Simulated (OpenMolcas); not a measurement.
Computed levels of 4d7 in ions with 43 electrons, in cm-1 above 4F 9/2.

```
Program             : OpenMolcas
Method              : SS-RASPT2, IPEA 0.25 Eh, imaginary shift 0.1 Eh
Basis               : ANO-RCC-VTZP
Scalar Hamiltonian  : DKH2, point nucleus
Spin-orbit coupling : state interaction with AMFI integrals over the reference wave functions, term energies averaged over their components
```

Active space for each ion: 7 electrons in 9 orbitals (RAS2 4d 5s; RAS3 5p, at most 2 electrons); closed shells correlated by CASPT2: 4s 4p.

```tsv
Level	Ru+	Pd3+
4F 7/2	1631	2940
4F 5/2	2680	4710
4F 3/2	3330	5800
4P 5/2	8510	13270
4P 3/2	9050	12870
4P 1/2	10020	15100
2G 9/2	11040	15280
2G 7/2	12490	18090
2P 1/2	14910	21530
```

Task: Estimate 4F 3/2, 4P 5/2, 4P 3/2 for Rh2+ from its neighbours Ru+ and Pd3+.

Result: 4F 3/2 is fine structure, which grows about as the fourth power of a screened charge, so the fourth roots are averaged: ((3330^0.25 + 5800^0.25) / 2)^4 = 4437. The calculation gives 4480, so the estimate is off by -1.0 %; the measured value is 4322 (the list in Shadmi, J. Res. Natl. Bur. Stand. 70A, 435 (1966)).
4P 5/2 is another term, which grows about linearly with the charge: (8510 + 13270) / 2 = 10890. The calculation gives 11050, so the estimate is off by -1.4 %; the measured value is 11062 (the list in Shadmi, J. Res. Natl. Bur. Stand. 70A, 435 (1966)).
4P 3/2 is another term, which grows about linearly with the charge: (9050 + 12870) / 2 = 10960. The calculation gives 10970, so the estimate is off by -0.1 %; the measured value is 10997 (the list in Shadmi, J. Res. Natl. Bur. Stand. 70A, 435 (1966)).

Mixed levels, with the weight of the term that names them: Ru+ 4P 5/2 (69 %), Ru+ 4P 3/2 (55 %), Pd3+ 4P 3/2 (69 %).

CASPT2 does not keep the components of a term degenerate, so their means are used; among the terms shown or strongly mixed into the levels shown the widest spread is 630 cm-1 (4d7 4F, Pd3+). Some high roots are left out of the spin-orbit mixing, which shifts the levels that they would mix with. Terms from blocks run as CI alone lack orbitals of their own. Measured partners are found by configuration, term and J. A level has none where our copy of the source lacks it or the pairing is in doubt (some pairs that miss far off the trend of their configuration count as doubtful), and it then counts in no deviation. Levels of configurations outside the active space are missing.
